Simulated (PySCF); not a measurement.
**Circular dichroism: `O[C@H]1C[C@@]12CCOC2`, C6H10O2**

Molfile (atoms numbered from 1):
```
C6H10O2
     RDKit          3D

 18 19  0  0  0  0  0  0  0  0999 V2000
    2.0299    1.1608    0.6838 O   0  0  0  0  0  0  0  0  0  0  0  0
    1.5562    0.2267   -0.2312 C   0  0  1  0  0  0  0  0  0  0  0  0
    1.2853   -1.1873    0.2096 C   0  0  0  0  0  0  0  0  0  0  0  0
    0.1441   -0.2587   -0.0854 C   0  0  1  0  0  0  0  0  0  0  0  0
   -0.7580    0.2782    1.0128 C   0  0  0  0  0  0  0  0  0  0  0  0
   -1.9827    0.7262    0.2110 C   0  0  0  0  0  0  0  0  0  0  0  0
   -2.0743   -0.1801   -0.8700 O   0  0  0  0  0  0  0  0  0  0  0  0
   -0.7575   -0.4396   -1.3042 C   0  0  0  0  0  0  0  0  0  0  0  0
    2.9209    0.9171    0.9590 H   0  0  0  0  0  0  0  0  0  0  0  0
    1.9374    0.3701   -1.2418 H   0  0  0  0  0  0  0  0  0  0  0  0
    1.4940   -1.9899   -0.4812 H   0  0  0  0  0  0  0  0  0  0  0  0
    1.4751   -1.4275    1.2456 H   0  0  0  0  0  0  0  0  0  0  0  0
   -1.0275   -0.5166    1.7106 H   0  0  0  0  0  0  0  0  0  0  0  0
   -0.2884    1.0952    1.5561 H   0  0  0  0  0  0  0  0  0  0  0  0
   -2.9192    0.6733    0.7658 H   0  0  0  0  0  0  0  0  0  0  0  0
   -1.8380    1.7498   -0.1653 H   0  0  0  0  0  0  0  0  0  0  0  0
   -0.7338   -1.4557   -1.7055 H   0  0  0  0  0  0  0  0  0  0  0  0
   -0.4723    0.2643   -2.1015 H   0  0  0  0  0  0  0  0  0  0  0  0
  1  2  1  0
  2  3  1  0
  4  3  1  1
  4  5  1  0
  5  6  1  0
  6  7  1  0
  7  8  1  0
  4  2  1  0
  8  4  1  0
  1  9  1  0
  2 10  1  6
  3 11  1  0
  3 12  1  0
  5 13  1  0
  5 14  1  0
  6 15  1  0
  6 16  1  0
  8 17  1  0
  8 18  1  0
M  END
```

Method: TDDFT CAM-B3LYP/def2-SVPD circular dichroism and optical rotation, one conformer, gas phase (PySCF 2.14.0). Geometry: GFN2-xTB.

The molecule is flexible and this is one conformer; a measurement averages over conformers.

Question: Assign R or S to each stereocentre.

Answer: C2 S, C4 R.

Question: Which excitations and rotatory strengths does the calculation give?

Answer: Rotatory strengths R in 10⁻⁴⁰ esu² cm², velocity form and length form (origin at the centre of mass); f in length form.
| state | E (eV) | λ (nm) | f | R (velocity) | R (length) | main |
| --- | --- | --- | --- | --- | --- | --- |
| 1 | 7.01 | 177 | 0.004 | -17.6 | -16.1 | HOMO−1→LUMO 0.53, HOMO−2→LUMO 0.26 |
| 2 | 7.17 | 173 | 0.014 | +6.1 | +6.0 | HOMO→LUMO+1 0.65, HOMO→LUMO 0.15 |
| 3 | 7.42 | 167 | 0.014 | -16.7 | -16.0 | HOMO−2→LUMO 0.61, HOMO−1→LUMO 0.21 |
| 4 | 7.81 | 159 | 0.021 | +43.1 | +43.5 | HOMO→LUMO+2 0.37, HOMO→LUMO 0.18 |
| 5 | 7.94 | 156 | 0.019 | -11.7 | -12.0 | HOMO→LUMO+3 0.40, HOMO→LUMO+5 0.17 |
| 6 | 8.07 | 154 | 0.010 | -6.5 | -7.3 | HOMO−1→LUMO+1 0.27, HOMO→LUMO 0.20 |
| 7 | 8.13 | 153 | 0.012 | +23.9 | +21.7 | HOMO−2→LUMO+2 0.17, HOMO−1→LUMO+2 0.16 |
| 8 | 8.16 | 152 | 0.007 | -10.1 | -9.7 | HOMO−1→LUMO+3 0.48, HOMO→LUMO 0.10 |
| 9 | 8.20 | 151 | 0.006 | -0.6 | -4.7 | HOMO−1→LUMO+2 0.39, HOMO−1→LUMO+3 0.22 |
| 10 | 8.24 | 150 | 0.012 | -2.3 | -2.6 | HOMO−2→LUMO+1 0.16, HOMO−2→LUMO+3 0.16 |
| 11 | 8.38 | 148 | 0.017 | +7.5 | +7.1 | HOMO−2→LUMO+2 0.50, HOMO−2→LUMO+3 0.24 |
| 12 | 8.40 | 148 | 0.008 | -16.5 | -16.1 | HOMO→LUMO+4 0.37, HOMO→LUMO+1 0.16 |

Among the states computed, the strongest CD band (largest |R|) is state 4. The largest dissymmetry factor in size, g = 4R/(D+G), with D and G the electric and magnetic dipole strengths, is -0.042 for state 1 (velocity form, f = 0.004), among bands with |R| over 0.5. The mirror image has the same energies and oscillator strengths and all R with the opposite sign.
